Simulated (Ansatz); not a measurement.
Coupled-cluster diagnostics for the cluster Al4Au⁺, Ansatz.

Geometry of the singlet (PBE-D4/def2-SVP):

```
atom   x (Å)   y (Å)   z (Å)
 Au1  -0.147  -1.389   0.538
 Al2  -1.640   0.120  -1.194
 Al3  -0.876   1.077   1.519
 Al4   0.949  -0.393  -1.782
 Al5   1.715   0.586   0.919
```

In the def2 sets Au takes a core potential; there is no spin–orbit coupling. Correlated methods freeze 20 core orbitals; core or outer-core shells of Au are correlated, in sets that lack core-valence functions. Another isomer (singlet) lies 0.14 eV lower at PBE0-D4/def2-TZVP; other spin states weren't run for this one.

Estimate the CCSD(T) correlation energy, the shares of MP2 and (T), T1 and the reference's ⟨S²⟩ for: charge 1, singlet, own geometry in def2-TZVPP; and the rough time on 4 threads of AMD EPYC 7B13 on a shared host.


```
                          state       basis  correlation (eV)  MP2 share (%)  (T) share (%)     T1  ⟨S²⟩ (pure)  wall time                  remarks
charge 1, singlet, own geometry  def2-TZVPP           -25.657           99.3            6.2  0.028  0.00 (0.00)       73 s  restricted SCF unstable
```
Customary marks for T1 are 0.02 (closed shells), 0.045 (open shells) and about 0.05 (3d metals). T1 exceeds 0.02 in 1 of 1 rows and 0.045 in 0; the higher it lies, the less the single-reference result can be trusted.
